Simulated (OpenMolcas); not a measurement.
A run on V2+ among 6 point charges of -1 e arranged as a tetragonal octahedron (D4h), 2.03 Å from the ion, with the axial distance 1.949 Å.

```yaml
Program: OpenMolcas 26.06
Method: "SS-CASPT2, IPEA 0.25 Eh, imaginary shift 0.1 Eh (closed shells correlated: 3s 3p)"
Basis: ANO-RCC-VDZP [5s4p2d1f]
Scalar_Hamiltonian: DKH2, point nucleus
Active_space: 3 electrons in 5 orbitals (3d)
State_averaging: 2S+1 = 4 even, 10 roots; 2S+1 = 2 even, 40 roots
Spin-orbit_coupling: RASSI with atomic mean-field integrals over the reference wave functions
```

First CASPT2 step and the start of its output:

```
&CASPT2
Multistate=10 1 2 3 4 5 6 7 8 9 10
NoMult
Frozen=2 3
IPEA=0.25
Imaginary=0.1
MaxIter=60
WThr=0.0 0.3 0.05
PrWF=0.5
NoMix
```

```
--- CASPT2 ---
Orbital specifications:
      -----------------------

      Symmetry species                           1   2
                                                ag  au
      Frozen orbitals                            2   3
      Inactive orbitals                          1   3
      Active orbitals                            5   0
      Secondary orbitals                         7  13
      Deleted orbitals                           0   0
      Number of basis functions                 15  19
Type of calculation                        SS-CASPT2
      Fock operator                              state-specific
      IPEA shift                                 0.25
      Real shift                                 0.00
      Imaginary shift                            0.10
      The input orbitals will be transformed to quasi-canonical
Reference energy:        -950.6183823541
      E2 (Non-variational):      -0.2428293052
      Shift correction:          -0.0001484084
      E2 (Variational):          -0.2429777136
      Total energy:            -950.8613600677
      Residual norm:              0.0000008230
      Reference weight:           0.95115
      Contributions to the CASPT2 correlation energy
      Active & Virtual Only:         -0.0197979417
      One Inactive Excited:          -0.1023903750
      Two Inactive Excited:          -0.1206409884
Reference energy:        -950.5989620042
      E2 (Non-variational):      -0.2393175267
      Shift correction:          -0.0001270121
      E2 (Variational):          -0.2394445388
      Total energy:            -950.8384065430
      Residual norm:              0.0000000515
      Reference weight:           0.95340
      Contributions to the CASPT2 correlation energy
      Active & Virtual Only:         -0.0177935432
...
```

Over all roots the printed reference weights run from 0.55 to 0.95, and roots that are degenerate in the reference spread by up to 0.22 cm-1.

Did the run give usable levels, and if not, why?

No. The equations converged, but the reference weight falls to 0.55 for at least one root against 0.95 for the best. A drop of that size marks an intruder state, so the energies of such roots and the levels built on them can't be trusted.
